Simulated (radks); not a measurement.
Problem. The aluminium ion Al7+ is in [He] 2s2 2p2. Method: scalar-relativistic Kohn-Sham, PBE, spin-polarised, spherical densities, finite nucleus; Fermi nuclear charge, rms radius of each element as measured or else 0.836 A^(1/3) + 0.57 fm; computed with a radial shooting solver on a logarithmic mesh with Libxc functionals. Open shells are filled with parallel spins first. One electron is removed from 2p, 1s, 2s in turn, with full relaxation. Which removal costs least, and what does each cost?

Solution. 2p 285.76 eV; 2s 302.53 eV; 1s 1817.3 eV. The 2p electron leaves first.
